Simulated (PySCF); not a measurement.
This script is equivalent to a calculation on K⁺ (potassium, charge +1).

```python
from pyscf import gto, scf, dft, mp, cc
import basis_set_exchange as bse
mol = gto.M(atom="K 0 0 0", charge=1, spin=0, symmetry="D2h",
            basis=gto.basis.parse(bse.get_basis("def2-SVP", elements=["K"], fmt="nwchem", header=False)))
mf = scf.UHF(mol)
mf.irrep_nelec = {'Ag': (3, 3), 'B1u': (2, 2), 'B2u': (2, 2), 'B3u': (2, 2)}
mf.kernel()
```

Problem. What total energy does it give?

Solution. -598.93116 hartree (calculated).

Problem. Which occupied shell lies highest, and where?

Solution. 3p, at -31.964 eV.
